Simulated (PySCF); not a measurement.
Species: C6H3F3O.
SMILES: `C(F)(=C(F)c1occc1)F`

Torsions of this conformer, `[F:1][C:2]([F:3])=[C:4]([F:5])[c:6]1[cH:7][cH:8][cH:9][o:10]1`: C2–C4–C6–C7 179°.

The closed-shell ground state was solved at several levels (PySCF, density fitting, gas phase, non-relativistic). Isolated species at its PBE0-D3(BJ)/def2-SVP geometry (one conformer only).

| level | basis functions | total energy (Eh) | HOMO (eV) | LUMO (eV) | gap (eV) | dipole (D) |
| --- | --- | --- | --- | --- | --- | --- |
| KT2/pcSseg-1 | 185 | -614.1511 | -5.28 | -1.71 | 3.57 | 1.79 |
| CAM-B3LYP/def2-SVPD | 236 | -604.4962 | -7.65 | 0.01 | 7.66 | 2.22 |
| PBE0/pcSseg-1 | 185 | -604.4411 | -6.35 | -0.93 | 5.42 | 1.98 |

(1) Estimate the row for B3LYP/pcJ-1, a basis of 300 functions; the other rows only guide the guess.

(2) Over all these levels, which gives the widest orbital gap and which the narrowest?

(3) How far do the dipole and the HOMO energy spread over the levels?

## Answers

(1) Total energy -605.1300 Eh, HOMO -6.15 eV, LUMO -1.13 eV, gap 5.02 eV, dipole 2.04 D.

(2) CAM-B3LYP/def2-SVPD (range-separated hybrid) has the widest, 7.66 eV, and KT2/pcSseg-1 (GGA) the narrowest, 3.57 eV. Functional and basis both differ between the two, so the spread mixes both effects.

(3) The dipole runs from 1.79 to 2.22 D (mean 2.01 D) and the HOMO from -7.65 to -5.28 eV.
